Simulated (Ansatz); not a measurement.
GeH$_{2}$I (`[GeH2][I]`) radical at its PBE0-D4/def2-TZVP geometry, where that method's forces vanish. Charge 0, multiplicity 2. I takes the def2 core potential.

| atom | x (Å) | y (Å) | z (Å) |
| --- | --- | --- | --- |
| Ge1 | -0.288 | -0.447 | 0.085 |
| I2 | 0.141 | 1.708 | 1.297 |
| H3 | -0.924 | -0.101 | -1.281 |
| H4 | 1.071 | -1.160 | -0.101 |

(1) For each bond, give half the difference of the two atoms' forces along it (eV/Å; positive pushes the atoms apart) under PBE-D4, r2SCAN-D4, B3LYP-D4, ωB97M-V in def2-TZVPP. (Estimate.)

## Answers

(1) Computed: 
```tsv
bond	length (Å)	PBE-D4	r2SCAN-D4	B3LYP-D4	ωB97M-V
Ge1–I2	2.509	0.19	0.05	0.30	-0.01
Ge1–H3	1.546	0.14	-0.04	0.01	-0.09
Ge1–H4	1.546	0.14	-0.04	0.01	-0.09
```

B3LYP here is the variant with VWN-RPA as its local correlation; programs differ in this.
